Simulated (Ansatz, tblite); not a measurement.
Cost and result up the ladder for Na2Li3⁺ (the lowest singlet isomer of a short search) (5 atoms). Charge 1, multiplicity 1. Geometry: B3LYP/def2-TZVP.

```xyz
5

Li    1.4029   -0.3681   -0.6810
Li   -0.2306    1.4541    0.6131
Li   -1.1664   -1.0883    0.0666
Na   -1.0221    0.9353   -2.6466
Na    1.0161   -0.9330    2.6479
```

Ansatz on 4 threads of Arm Neoverse V2 on a shared host; xTB runs through tblite on one thread. Times are rough, summed over both states, and most runs start from the orbitals of an earlier one. ωB97M-V/def2-TZVP serves as the yardstick here, not as an exact answer. The other state is a quintet at its own geometry, which has other bonds, so the gap mixes isomer and spin.

The xTB rows come from tblite. HSE06 is defined as in plane-wave codes, on full-range PBE exchange. Correlated methods freeze 2 core orbitals; core or outer-core shells of Li, Na are correlated, in sets that lack core-valence functions. At PBE0/def2-TZVP a singlet of charge 1 lies 1.89 eV below the quintet, each at its own geometry. The structure comes from a short search, and lower isomers may exist.

Run but left out: HF/def2-TZVP, HF/def2-TZVPP, r2SCAN/def2-TZVP (singlet: restricted singlet, unstable towards broken spin symmetry).

Correlated methods converge slowly with the basis.

xTB has no spin-polarisation term.

| level | functions | quintet − singlet (eV) | difference from ωB97M-V/def2-TZVP (eV) | remarks |
| --- | --- | --- | --- | --- |
| CAM-B3LYP/def2-TZVP | 106 | 2.33 | -0.26 | – |
| CCSD(T)/def2-TZVPP | 121 | 1.85 | -0.74 | restricted SCF unstable (singlet) |
| r2SCANh/def2-TZVP | 106 | 1.48 | -1.11 | – |
| GFN2-xTB | 20 | 3.07 | 0.48 | – |
| HSE06/def2-TZVP | 106 | 1.89 | -0.70 | – |
| PBE/def2-TZVP | 106 | 1.97 | -0.62 | – |
| GFN1-xTB | 20 | 2.81 | 0.22 | – |
| RPA@PBE/def2-TZVP | 106 | 1.77 | -0.82 | – |
| ωB97M-V/def2-TZVP | 106 | 2.59 | 0.00 | – |
| MP2/def2-TZVP | 106 | 1.47 | -1.11 | restricted SCF unstable (singlet) |
| PBE0/def2-TZVP | 106 | 1.89 | -0.69 | – |

Estimate how long each takes.

GFN1-xTB 0.004 s; GFN2-xTB 0.004 s; MP2/def2-TZVP 1 s; PBE/def2-TZVP 1.9 s; HSE06/def2-TZVP 2.5 s; RPA@PBE/def2-TZVP 3.2 s; PBE0/def2-TZVP 3.5 s; CAM-B3LYP/def2-TZVP 3.5 s; r2SCANh/def2-TZVP 4.7 s; ωB97M-V/def2-TZVP 9.4 s; CCSD(T)/def2-TZVPP 34 s. On shared hardware such times vary by a factor of up to 3.
